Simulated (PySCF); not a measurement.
Compound: C₂H₉BO₂Si.
Cartesian coordinates in Å at the PBE0-D3(BJ)/def2-SVP level; atoms count from 1:
```
atom  x, y, z in Å
B1    -1.106    2.194   -0.288
Si2   -0.023    0.587    0.247
O3     1.524    0.763   -0.316
C4     2.509   -0.231   -0.214
O5    -0.600   -0.838   -0.407
C6    -1.709   -1.542    0.066
H7    -2.309    2.117   -0.393
H8    -0.601    3.277   -0.466
H9    -0.035    0.426    1.749
H10    2.773   -0.438    0.840
H11    3.416    0.117   -0.730
H12    2.183   -1.177   -0.679
H13   -1.778   -2.503   -0.467
H14   -2.656   -0.996   -0.103
H15   -1.636   -1.760    1.149
```

The closed-shell ground state was solved at several levels (PySCF, density fitting, gas phase, non-relativistic).

| level | basis functions | HOMO (eV) | LUMO (eV) | gap (eV) | dipole (D) |
| --- | --- | --- | --- | --- | --- |
| wB97X-D/def2-SVPD | 202 | -9.50 | -0.53 | 8.97 | 1.29 |
| CAM-B3LYP/pcSseg-2 | 349 | -9.02 | -1.37 | 7.65 | 1.33 |

Task: Estimate the row for PBE0/pcSseg-1, a basis of 154 functions; the other rows only guide the guess.

Result: HOMO -7.58 eV, LUMO -2.45 eV, gap 5.13 eV, dipole 1.44 D.

Task: Over all these levels, which gives the widest orbital gap and which the narrowest?

Result: wB97X-D/def2-SVPD (range-separated hybrid) has the widest, 8.97 eV, and PBE0/pcSseg-1 (global hybrid, 25 % exact exchange) the narrowest, 5.13 eV. Functional and basis both differ between the two, so the spread mixes both effects.

Task: How far do the dipole and the HOMO energy spread over the levels?

Result: The dipole runs from 1.29 to 1.44 D (mean 1.36 D) and the HOMO from -9.50 to -7.58 eV.

One conformer stands for the species.
